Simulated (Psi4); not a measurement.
C₃H₄N₃ (SMILES c1nc[nH+]cn1), charge +1, singlet, at a GFN2-xTB geometry, atoms displaced at random by about 0.03 Å a coordinate; TPSS/6-31G, gradient (Psi4).

Here is a job for Psi4.
```
memory 2 GB

molecule {
1 1
C     1.32283948   -0.00934748    0.05467915
N     0.70721323   -1.16865798   -0.01378422
C    -0.59775313   -1.18793560    0.00308861
N    -1.32111260    0.02257591   -0.01262035
C    -0.56864931    1.13179699    0.03503691
N     0.75448159    1.14165680   -0.04399633
H     2.50235752   -0.04478558    0.08691076
H    -1.12340717   -2.09905482   -0.09344294
H    -2.25007835    0.02249652   -0.08438994
H    -1.07448561    2.12303446   -0.00873841
symmetry c1
no_reorient
no_com
}

set {
  basis 6-31g
}

gradient('tpss')
print_variables()
```

Task: Predict the main parts of the log of this Psi4 run.

Result: 
```
gradient() will perform analytic gradient computation.

   => Loading Basis Set <=

    Name: 6-31G
    Role: ORBITAL
    Keyword: BASIS

         ---------------------------------------------------------
                                   SCF
               by Justin Turney, Rob Parrish, Andy Simmonett
                          and Daniel G. A. Smith
                              RKS Reference
         ---------------------------------------------------------

  ==> Geometry <==

    Molecular point group: c1
    Full point group: C1

    Geometry (in Angstrom), charge = 1, multiplicity = 1:

       Center              X                  Y                   Z               Mass
    ------------   -----------------  -----------------  -----------------  -----------------
         C            1.322839480000    -0.009347480000     0.054679150000    12.000000000000
         N            0.707213230000    -1.168657980000    -0.013784220000    14.003074004430
         C           -0.597753130000    -1.187935600000     0.003088610000    12.000000000000
         N           -1.321112600000     0.022575910000    -0.012620350000    14.003074004430
         C           -0.568649310000     1.131796990000     0.035036910000    12.000000000000
         N            0.754481590000     1.141656800000    -0.043996330000    14.003074004430
         H            2.502357520000    -0.044785580000     0.086910760000     1.007825032230
         H           -1.123407170000    -2.099054820000    -0.093442940000     1.007825032230
         H           -2.250078350000     0.022496520000    -0.084389940000     1.007825032230
         H           -1.074485610000     2.123034460000    -0.008738410000     1.007825032230

  Running in c1 symmetry.

  Rotational constants: A =      0.21428  B =      0.20399  C =      0.10463 [cm^-1]
  Rotational constants: A =   6423.96671  B =   6115.35421  C =   3136.78650 [MHz]
  Nuclear repulsion =  223.039941545928713

  Charge       = 1
  Multiplicity = 1
  Electrons    = 42
  Nalpha       = 21
  Nbeta        = 21

  ==> Algorithm <==

  SCF Algorithm Type is DF.
  DIIS enabled.
  MOM disabled.
  Fractional occupation disabled.
  Guess Type is SAD.
  Energy threshold   = 1.00e-08
  Density threshold  = 1.00e-08
  Integral threshold = 1.00e-12

  ==> Primary Basis <==

  Basis Set: 6-31G
    Blend: 6-31G
    Number of shells: 38
    Number of basis functions: 62
    Number of Cartesian functions: 62
    Spherical Harmonics?: false
    Max angular momentum: 1

  ==> DFT Potential <==

   => LibXC <=

    Version 7.1.2
    S. Lehtola, C. Steigemann, M. J. T. Oliveira, and M. A. L. Marques,  SoftwareX 7, 1–5 (2018) (10.1016/j.softx.2017.11.002)

   => Composite Functional: TPSS <=

    TPSS Meta-GGA XC Functional

    J. Tao, et al., Phys. Rev. Lett., 91, 146401, 2003

    Deriv               =              1
    GGA                 =           TRUE
    Meta                =           TRUE

    Exchange Hybrid     =          FALSE
    MP2 Hybrid          =          FALSE

   => Exchange Functionals <=

    1.0000   XC_MGGA_X_TPSS

   => Correlation Functionals <=

    1.0000   XC_MGGA_C_TPSS

   => LibXC Density Thresholds  <==

    XC_MGGA_C_TPSS:  1.00E-15
    XC_MGGA_X_TPSS:  1.00E-15

   => Molecular Quadrature <=

    Radial Scheme          =       TREUTLER
    Pruning Scheme         =           NONE
    Nuclear Scheme         =       TREUTLER

    Blocking Scheme        =         OCTREE
    BS radius alpha        =              1
    Pruning alpha          =              1
    Radial Points          =             75
    Spherical Points       =            302
    Total Points           =         210657
    Total Blocks           =           1623
    Max Points             =            256
    Max Functions          =             62
    Weights Tolerance      =       1.00E-15

   => Loading Basis Set <=

    Name: (6-31G AUX)
    Role: JKFIT
    Keyword: DF_BASIS_SCF

  ==> Integral Setup <==

  SCF_SUBTYPE=INCORE selected. In-core MEM_DF algorithm will be used.
  Using in-core AOs.

  ==> MemDFJK: Density-Fitted J/K Matrices <==

    J tasked:                   Yes
    K tasked:                    No
    wK tasked:                   No
    Algorithm:                 Core
    Schwarz Cutoff:           1E-12
    Mask sparsity (%):       0.6243
    Fitting Condition:        1E-10

   => Auxiliary Basis Set <=

  Basis Set: (6-31G AUX)
    Blend: CC-PVDZ-JKFIT
    Number of shells: 180
    Number of basis functions: 586
    Number of Cartesian functions: 586
    Spherical Harmonics?: false
    Max angular momentum: 3

  Minimum eigenvalue in the overlap matrix is 5.0592111958E-03.
  Reciprocal condition number of the overlap matrix is 9.3320080167E-04.
    Using symmetric orthogonalization.

  ==> Pre-Iterations <==

  SCF Guess: Superposition of Atomic Densities via on-the-fly atomic UHF (no occupation information).

   -------------------------
    Irrep   Nso     Nmo
   -------------------------
     A         62      62
   -------------------------
    Total      62      62
   -------------------------

  ==> Iterations <==

                           Total Energy        Delta E     RMS |[F,P]|

   @DF-RKS iter SAD:  -280.89892857464758   -2.80899e+02   0.00000e+00
   @DF-RKS iter   1:  -280.38313679397078    5.15792e-01   1.13406e-02 ADIIS/DIIS
   @DF-RKS iter   2:  -278.84046831924871    1.54267e+00   2.52155e-02 ADIIS/DIIS
   @DF-RKS iter   3:  -280.48767041916915   -1.64720e+00   8.03997e-03 ADIIS/DIIS
   @DF-RKS iter   4:  -280.60098527632971   -1.13315e-01   2.89948e-03 ADIIS/DIIS
   @DF-RKS iter   5:  -280.61131258385984   -1.03273e-02   1.62242e-03 ADIIS/DIIS
   @DF-RKS iter   6:  -280.61673398977518   -5.42141e-03   2.75095e-04 ADIIS/DIIS
   @DF-RKS iter   7:  -280.61682807930816   -9.40895e-05   1.63487e-04 ADIIS/DIIS
   @DF-RKS iter   8:  -280.61687869362913   -5.06143e-05   3.78025e-05 DIIS
[...]
  @DF-RKS Final Energy:  -280.61688165945816
[...]
    Two-Electron Energy =                 343.9646824520302744
    DFT Exchange-Correlation Energy =     -38.2909399147189262
    Empirical Dispersion Energy =           0.0000000000000000
    VV10 Nonlocal Energy =                  0.0000000000000000
    Total Energy =                       -280.6168816594581585

Computation Completed

Properties will be evaluated at   0.000000,   0.000000,   0.000000 [a0]

Properties computed using the SCF density matrix

 Multipole Moments:

 ------------------------------------------------------------------------------------
     Multipole            Electronic (a.u.)      Nuclear  (a.u.)        Total (a.u.)
 ------------------------------------------------------------------------------------

 L = 1.  Multiply by 2.5417464519 to convert [e a0] to [Debye]
 Dipole X            :         -1.7021151           -0.0433046           -1.7454197
 Dipole Y            :          0.7735187           -0.7978478           -0.0243290
 Dipole Z            :          0.0628791           -0.0673476           -0.0044685
 Magnitude           :                                                    1.7455950

 ------------------------------------------------------------------------------------

         ------------------------------------------------------------
                                   SCF GRAD
                          Rob Parrish, Justin Turney,
                       Andy Simmonett, and Alex Sokolov
         ------------------------------------------------------------

  ==> Geometry <==

    Molecular point group: c1
    Full point group: C1

    Geometry (in Angstrom), charge = 1, multiplicity = 1:

       Center              X                  Y                   Z               Mass
    ------------   -----------------  -----------------  -----------------  -----------------
         C            1.322839480000    -0.009347480000     0.054679150000    12.000000000000
         N            0.707213230000    -1.168657980000    -0.013784220000    14.003074004430
         C           -0.597753130000    -1.187935600000     0.003088610000    12.000000000000
         N           -1.321112600000     0.022575910000    -0.012620350000    14.003074004430
         C           -0.568649310000     1.131796990000     0.035036910000    12.000000000000
         N            0.754481590000     1.141656800000    -0.043996330000    14.003074004430
         H            2.502357520000    -0.044785580000     0.086910760000     1.007825032230
         H           -1.123407170000    -2.099054820000    -0.093442940000     1.007825032230
         H           -2.250078350000     0.022496520000    -0.084389940000     1.007825032230
         H           -1.074485610000     2.123034460000    -0.008738410000     1.007825032230

  Nuclear repulsion =  223.039941545928713

  ==> Basis Set <==

  Basis Set: 6-31G
    Blend: 6-31G
    Number of shells: 38
    Number of basis functions: 62
    Number of Cartesian functions: 62
    Spherical Harmonics?: false
    Max angular momentum: 1

  ==> DFJKGrad: Density-Fitted SCF Gradients <==

    Gradient:                    1
    J tasked:                  Yes
    K tasked:                   No
    wK tasked:                  No
    Integrals threads:           1
    Schwarz Cutoff:          1E-12
    Fitting Condition:       1E-10

   => Auxiliary Basis Set <=

  Basis Set: (6-31G AUX)
    Blend: CC-PVDZ-JKFIT
    Number of shells: 180
    Number of basis functions: 586
    Number of Cartesian functions: 586
    Spherical Harmonics?: false
    Max angular momentum: 3

  ==> DFT Potential <==

   => LibXC <=

    Version 7.1.2
    S. Lehtola, C. Steigemann, M. J. T. Oliveira, and M. A. L. Marques,  SoftwareX 7, 1–5 (2018) (10.1016/j.softx.2017.11.002)

   => Composite Functional: TPSS <=

    TPSS Meta-GGA XC Functional

    J. Tao, et al., Phys. Rev. Lett., 91, 146401, 2003

    Deriv               =              1
    GGA                 =           TRUE
    Meta                =           TRUE

    Exchange Hybrid     =          FALSE
    MP2 Hybrid          =          FALSE

   => Exchange Functionals <=

    1.0000   XC_MGGA_X_TPSS

   => Correlation Functionals <=

    1.0000   XC_MGGA_C_TPSS

   => LibXC Density Thresholds  <==

    XC_MGGA_C_TPSS:  1.00E-15
    XC_MGGA_X_TPSS:  1.00E-15

   => Molecular Quadrature <=

    Radial Scheme          =       TREUTLER
    Pruning Scheme         =           NONE
    Nuclear Scheme         =       TREUTLER

    Blocking Scheme        =         OCTREE
    BS radius alpha        =              1
    Pruning alpha          =              1
    Radial Points          =             75
    Spherical Points       =            302
    Total Points           =         210657
    Total Blocks           =           1623
    Max Points             =            256
    Max Functions          =             62
    Weights Tolerance      =       1.00E-15

  -Total Gradient:
     Atom            X                  Y                   Z
    ------   -----------------  -----------------  -----------------
       1       -0.128037743333     0.021993451894     0.009814858085
       2        0.005743925958     0.055651222522    -0.014800356968
       3        0.022289438537    -0.016390959961     0.015672079334
       4       -0.112388788342     0.035443124138    -0.015983614102
       5        0.035242833906    -0.064526160218     0.022352741644
       6        0.016465264390    -0.060826948383    -0.015653549551
       7        0.049734905208    -0.002047379523     0.000271525077
       8        0.013205754082     0.017133982055    -0.000395286475
       9        0.101940931892    -0.003633284762     0.002356440580
      10       -0.004250287698     0.017213704540    -0.003631202525

  Variable Map:
  ----------------------------------------------------------------------------
[...]
  Array Variable Map:
  ----------------------------------------------------------------------------
[...]
[...]
```
